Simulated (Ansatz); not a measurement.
CuN₂H₆²⁺, that is [Cu(NH3)2]+ with one electron fewer. Charge 2, multiplicity 2. Geometry PBE0-D4/def2-TZVP, that of the charge +1 singlet; atoms count from 1.

Cartesian coordinates in Å:
```
Cu 0.000 0.000 0.000
N 1.494 0.427 -1.134
H 2.263 0.846 -0.616
H 1.244 1.088 -1.867
H 1.871 -0.395 -1.600
N -1.494 -0.427 1.134
H -1.260 -1.133 1.829
H -2.286 -0.789 0.607
H -1.833 0.384 1.646
```

**Question.** Estimate the Mulliken populations from the PBE0/def2-TZVP orbitals of Ansatz.

**Answer.** 
| atom | charge (e) | spin (α − β) | d electrons |
| --- | --- | --- | --- |
| Cu1 | 0.54 | 0.96 | 9.32 |
| N2 | -0.34 | 0.03 | – |
| H3 | 0.36 | 0.00 | – |
| H4 | 0.36 | 0.00 | – |
| H5 | 0.36 | 0.00 | – |
| N6 | -0.34 | 0.03 | – |
| H7 | 0.36 | 0.00 | – |
| H8 | 0.36 | 0.00 | – |
| H9 | 0.36 | 0.00 | – |
Mulliken values depend strongly on the basis.

**Question.** Where does the spin sit?

**Answer.** Summed by element: Cu 0.96, N 0.06, H -0.02, of 1 unpaired in all. Largest on single atoms: Cu1 0.96, N6 0.03, N2 0.03.

**Question.** And the Mayer bond orders between heavy atoms (over 0.3)?

**Answer.** Cu1–N2 0.81 (1.92 Å); Cu1–N6 0.81 (1.92 Å).
